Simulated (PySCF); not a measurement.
## Relaxation of singlet PbSI2

Level of theory: B3LYP/[Pb def2-SVP with ECP60, S def2-SVP, I def2-SVP with ECP28], scalar-relativistic core potentials, density fitting, no spin–orbit coupling, PySCF. A (50,194) grid was used.

A hand-made T-shaped (ligand arrangement 2) start, of C2v symmetry, held to at least that symmetry:

```xyz
4
charge 0 multiplicity 1, angstrom
Pb    0.0000    0.0000   -0.1980
S     0.0000    0.0000    2.0920
I     2.7683    0.0000   -0.1013
I    -2.7683    0.0000   -0.1013
```

Optimiser trace:
```tsv
step	E − E(last) (kJ/mol)	largest gradient (Eh/bohr)
0	220.04	0.03851
1	153.59	0.01896
2	94.33	0.01269
3	65.39	0.01490
4	49.29	0.01727
5	30.02	0.01649
6	10.81	0.01012
7	1.39	0.00936
8	0.09	0.00236
9	0.00	0.00035
10	0.00	0.00004
```

It ends at C2v with Pb–I 2.815 Å (×2), Pb–S 2.336 Å; I–Pb–I 104.5°, I–Pb–S 127.7° (×2) (after a last refinement on a finer grid). A frequency run shows a minimum. Other isomers or separated fragments may lie lower.

Final geometry:
Coordinates in bohr (charge 0 multiplicity 1):
```
Pb    0.0000    0.0000    1.3879
S     0.0000    0.0000    5.8021
I     4.2073    0.0000   -1.8689
I    -4.2073    0.0000   -1.8689
```

With an element this heavy the missing spin–orbit coupling can shift these numbers.
